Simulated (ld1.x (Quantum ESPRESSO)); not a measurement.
**What one change does to a pseudopotential (sulfur, TM)**

ld1.x (Quantum ESPRESSO) 7.5 input, shortened:

```
&input
   title='S', zed=16., rel=1, dft='PZ', iswitch=3,
   config='[Ne] 3s1.75 3p4.25'
 /
 &inputp
   pseudotype=2, tm=.true., lloc=-2, rcloc=1.05,
   nlcc=.true., new_core_ps=.true., rcore=1.10
 /
2
3S  1  0   1.75   0.00  1.30  1.30  0.0
3P  2  1   4.25   0.00  1.25  1.25  0.0
 &test
   configts(1)='3s1.75 3p4.25'
 /
```

All-electron outer shells of the reference configuration (LDA (PZ), scalar-relativistic, ld1.x):

```csv
shell,level (eV),outermost node (bohr),outermost maximum (bohr)
2s,-211.15,0.13,0.39
2p,-156.87,–,0.33
3s,-17.46,0.60,1.40
3p,-7.25,0.58,1.59
```

Change: local potential the s channel.

Cutoffs: the cutoffs (Ry, on a coarse ladder) from which the occupation-weighted sum of valence levels, in a spherical-Bessel basis at the reference potential, stays within 10 and 1 mRy of its value at 400 Ry; they do not see the model core or the augmentation charge, which bear on the density cutoff. Errors are all-electron minus pseudo energies relative to the spin-unpolarised reference configuration.

Question: What does the change do?

Answer: The potential gets neither clearly harder nor softer (55 Ry and 110 Ry → 55 Ry and 110 Ry); of the 9 tests that both files solve, the error grows in 0 and shrinks in 4 by more than 15 % and 0.3 meV (median size 7.8 → 6.4 meV); the range in which the s phases agree widens (upper end 1.8 → at the end of the scan); neither file shows a bound ghost.

```csv
quantity,base,changed
"cutoff, loose",55 Ry,55 Ry
"cutoff, tight",110 Ry,110 Ry
bound ghosts,none,none
"error for 3s2 3p4, meV [ΔE -2.55 eV]",+0.2,+0.2
"error for 3s2 3p3, meV [ΔE 9.32 eV]",+3.9,+3.0
"error for 3s2 3p2, meV [ΔE 31.69 eV]",+29,+23
"error for 3s1 3p5, meV [ΔE 7.69 eV]",+0.7,+0.6
"error for 3s2 3p0, meV [ΔE 112.83 eV]",+227,+170
"error for 3s1 3p4, meV [ΔE 20.11 eV]",+8.2,+6.4
"error for 3s0 3p6, meV [ΔE 18.06 eV]",+4.8,+4.3
"error for 3s1.75 3p4.25 (spin-polarised), meV [ΔE -0.74 eV]",+9.3,+9.2
"error for 3s2 3p4 (spin-polarised), meV [ΔE -3.25 eV]",+7.8,+7.7
s: phases at 1.40 bohr within 0.05 rad from the reference energy up to (Ry; the scan ends near 5),1.8,to the end of the scan
p: phases at 1.40 bohr within 0.05 rad from the reference energy up to (Ry; the scan ends near 5),4.1,to the end of the scan
```
